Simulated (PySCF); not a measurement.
Correlation energy of Sc¹⁷⁺ (scandium, charge +17)

[He] 2s2, closed-shell 1S. All numbers are calculated (PySCF 2.14, scalar relativity by spin-free X2C-1e, in an even-tempered Gaussian basis (19 s from 3.4 bohr⁻², ratio 2.2; 9 p from 5.4 bohr⁻², ratio 2.4; 6 d from 16 bohr⁻², ratio 2.4; 5 f from 24 bohr⁻², ratio 2.4; 4 g from 36 bohr⁻², ratio 2.4)). Frozen: nothing; 4 electrons correlated; the 12 highest virtual orbitals of each spin left out.

```
  level  correlation energy (mhartree)
   CCSD                        -297.21
    (T)                          -0.91
CCSD(T)                        -298.12
```

Diagnostics: T1 = 0.0012, D1 = 0.0024, largest double amplitude 0.129.

Cost of the coupled-cluster step: 31 s of wall time on 1 thread of Neoverse-V2 (shared host), for 4 correlated electrons.
